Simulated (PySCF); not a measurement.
CH12OSi4, SMILES [SiH3]C[Si@@H](O)[SiH2][SiH3]. Atoms are numbered in the order given.

```xyz
18

O     -1.1162    -1.3088    -1.9634
Si    -0.0524    -1.2181    -0.6734
C     -0.9680    -1.0751     0.9642
Si    -2.2534     0.3010     1.0142
Si     1.2490     0.7033    -1.0125
Si     2.1487     1.3343     1.0606
H     -1.6683    -2.0950    -2.0156
H      0.8307    -2.4314    -0.6271
H     -0.2222    -0.8946     1.7596
H     -1.4573    -2.0345     1.2083
H     -2.7562     0.5109     2.4069
H     -1.6513     1.5822     0.5310
H     -3.4150    -0.0378     0.1382
H      2.3620     0.4320    -1.9766
H      0.4126     1.8224    -1.5479
H      3.0700     2.5060     0.9471
H      1.0395     1.6869     2.0024
H      2.9058     0.1860     1.6524
```

Coordinates come from a PBE0-D3(BJ)/def2-SVP optimisation. The structure was generated by enumeration; whether it is a known compound was not checked. Other conformers were not sampled.

Level of theory: PySCF with PBE0/pcSseg-1.

GIAO shieldings, no solvent; atoms listed in one row are averaged. δ = σ(ref) − σ: ¹⁷O against H2O (σ = 334.2 ppm); ²⁹Si against TMS (σ = 352.7 ppm); ¹³C against TMS (σ = 186.3 ppm); ¹H against TMS (σ = 31.56 ppm), references at their B3LYP-D3(BJ)/def2-TZVP geometries, non-relativistic.

| nucleus | atoms | count | δ (ppm) |
|---|---|---|---|
| ¹⁷O | O1 | 1 | 27.2 |
| ²⁹Si | Si2 | 1 | 6.7 |
| ²⁹Si | Si4 | 1 | -70.0 |
| ²⁹Si | Si6 | 1 | -107.5 |
| ²⁹Si | Si5 | 1 | -117.0 |
| ¹³C | C3 | 1 | -1.8 |
| ¹H | H8 | 1 | 5.99 |
| ¹H | H11, H12, H13 | 3 | 4.30 |
| ¹H | H15 | 1 | 3.99 |
| ¹H | H16, H17, H18 | 3 | 3.78 |
| ¹H | H14 | 1 | 3.69 |
| ¹H | H7 | 1 | 0.96 |
| ¹H | H10 | 1 | 0.61 |
| ¹H | H9 | 1 | -0.20 |
